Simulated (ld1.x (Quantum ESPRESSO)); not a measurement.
# Transferability test, TM semilocal potential for ytterbium

* Element: ytterbium (Yb)
* Generator: ld1.x (Quantum ESPRESSO) 7.5
* Type: norm-conserving Troullier–Martins (semilocal form)
* Functional: PBE
* Relativity: scalar-relativistic
* Frozen core: [Xe] 4f13
* Valence charge: 3
* Reference configuration: 5d1 6s1.5 6p0.5
* Partial waves: 6p (bound): rc 4.20 bohr; 5d (bound): rc 2.20 bohr; 6s (bound): rc 3.40 bohr
* Local potential: the s channel
* Core correction: Bessel-smoothed model core inside 1.80 bohr

Energies are relative to the spin-unpolarised reference configuration 5d1 6s1.5 6p0.5; without spin polarisation the order of configurations can differ from experiment.

(1) Give the all-electron excitation energy and the error of the potential for: 5d1 6s2 6p0; 5d1 6s1 6p0; 5d1 6s0 6p0; 5d2 6s0 6p0; 5d1 6s0 6p1; 5d0 6s2 6p1; 5d1 6s1 6p1.

Answers

(1)

```csv
valence configuration,charge,ΔE all-electron (eV),error AE − PS (meV)
5d1 6s2 6p0,0,-1.642,-0.9
5d1 6s1 6p0,+1,5.614,-4.9
5d1 6s0 6p0,+2,18.719,-45
5d2 6s0 6p0,+1,7.925,-80
5d1 6s0 6p1,+1,9.758,-18
5d0 6s2 6p1,0,-0.563,-86
5d1 6s1 6p1,0,1.692,-2.5
```
